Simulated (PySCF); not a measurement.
Job file and geometry (Å, from GFN2-xTB) of an NMR shielding run on SMILES C#C[SiH2]/C(=C\SC)S[SiH3], C5H10S2Si2, GIAO PBE0/pcSseg-1 NMR shielding, non-relativistic, gas phase in PySCF 2.14.0, density-fitted response routines; density fitting, a coarse starting grid and PySCF grid level 2 are the driver's defaults:

```
$ OMP_NUM_THREADS=1 python probes_run.py task.json out

{"job": {"kind": "nmr", "xc": "PBE0", "basis": "pcSseg-1"}, "charge": 0, "multiplicity": 1}
C      1.984217     2.686589     0.607768
C      1.456271     1.762772     1.167928
Si     0.650643     0.314941     1.996647
C      0.024561    -0.800833     0.605470
C     -1.093671    -0.608356    -0.087881
S     -2.161693     0.760455     0.132178
C     -3.498760     0.280524    -1.007511
S      0.952194    -2.286307     0.214083
Si     2.475611    -1.425064    -1.018320
H      2.443360     3.501171     0.124513
H     -0.485672     0.762238     2.803115
H      1.655513    -0.422601     2.764304
H     -1.420140    -1.296917    -0.854590
H     -4.248975     1.062717    -0.956086
H     -3.106816     0.207739    -2.017974
H     -3.927082    -0.665153    -0.688289
H      3.234649    -0.468312    -0.224762
H      3.240794    -2.590242    -1.427818
H      1.815194    -0.766111    -2.140238
```

**Question.** Write the output of this run.

**Answer.** 
```
coarse grid: 18128 points
cycle   1  E = -1570.8884817450  dE =  8.556e-01  |g| = 4.263e-01  |ddm| = 4.249e+00
cycle   2  E = -1570.8887975037  dE = -3.158e-04  |g| = 4.240e-01  |ddm| = 1.045e+00
cycle   3  E = -1570.9332684857  dE = -4.447e-02  |g| = 1.327e-01  |ddm| = 5.379e-01
cycle   4  E = -1570.9371686580  dE = -3.900e-03  |g| = 5.186e-02  |ddm| = 1.506e-01
cycle   5  E = -1570.9378391916  dE = -6.705e-04  |g| = 1.242e-02  |ddm| = 5.263e-02
cycle   6  E = -1570.9378730058  dE = -3.381e-05  |g| = 5.625e-03  |ddm| = 1.837e-02
cycle   7  E = -1570.9378808675  dE = -7.862e-06  |g| = 1.348e-03  |ddm| = 6.321e-03
final grid: 157104 points
cycle   8  E = -1570.9974262066  dE = -2.913e-05  |g| = 9.529e-03  |ddm| = 3.997e-02
cycle   9  E = -1570.9974076147  dE =  1.859e-05  |g| = 1.268e-02  |ddm| = 2.169e-02
cycle  10  E = -1570.9974480215  dE = -4.041e-05  |g| = 1.635e-03  |ddm| = 1.362e-02
cycle  11  E = -1570.9974486801  dE = -6.586e-07  |g| = 4.996e-04  |ddm| = 1.889e-03
cycle  12  E = -1570.9974487363  dE = -5.620e-08  |g| = 1.983e-04  |ddm| = 5.528e-04
cycle  13  E = -1570.9974487463  dE = -9.918e-09  |g| = 4.884e-05  |ddm| = 2.054e-04
cycle  14  E = -1570.9974487468  dE = -5.793e-10  |g| = 1.207e-05  |ddm| = 5.619e-05
converged SCF energy = -1570.9974487468

GIAO shielding tensors (ppm)
atom      isotropic    diamagn.    paramagn.     s11        s22        s33       span
  0 C       81.152     261.762    -180.610     -2.765      3.788    242.433    245.198
  1 C       99.660     260.437    -160.777      0.146     10.647    288.187    288.041
  2 Si     419.140     881.245    -462.105    374.293    432.428    450.700     76.407
  3 C       66.400     263.622    -197.222    -34.574     78.897    154.877    189.451
  4 C       20.947     260.128    -239.181    -84.044     41.409    105.477    189.520
  5 S      459.158    1059.765    -600.608    257.461    451.687    668.325    410.864
  6 C      164.372     251.588     -87.216    142.351    162.687    188.077     45.725
  7 S      560.508    1058.698    -498.190    343.617    458.273    879.634    536.017
  8 Si     400.085     880.270    -480.185    344.491    405.711    450.052    105.561
  9 H       29.706      33.777      -4.071     24.735     24.828     39.555     14.820
 10 H       26.708      28.654      -1.946     23.477     25.737     30.910      7.433
 11 H       26.975      28.362      -1.387     23.689     25.847     31.390      7.701
 12 H       24.311      36.034     -11.723     21.055     21.624     30.255      9.200
 13 H       29.678      28.611       1.067     24.700     26.565     37.769     13.069
 14 H       29.067      31.140      -2.073     23.869     27.655     35.677     11.808
 15 H       29.143      29.474      -0.332     23.998     27.292     36.137     12.139
 16 H       26.608      29.966      -3.358     22.602     26.218     31.005      8.403
 17 H       27.183      29.009      -1.826     23.754     24.360     33.436      9.682
 18 H       27.181      30.857      -3.676     23.815     25.960     31.768      7.952
```

**Question.** Turn these shieldings into chemical shifts. Chemical shifts δ = σref − σ; 13C (186.93 ppm), 29Si (349.16 ppm), 1H (31.72 ppm) against TMS; 33S (503.73 ppm) vs CS2, all at this level.

**Answer.** Averaging equivalent atoms: C 4: 166.0; C 3: 120.5; C 0: 105.8; C 1: 87.3; C 6: 22.6; Si 8: -50.9; Si 2: -70.0; S 5: 45; S 7: -57; H 12: 7.41; H 10/11: 4.88; H 16/17/18: 4.73; H 13/14/15: 2.42; H 9: 2.01 ppm. 

Size and cost of the density-fitted run: 231 basis functions, 55 s wall time on 1 thread of an Arm Neoverse V2, shared host; peak memory 1.1 GiB.
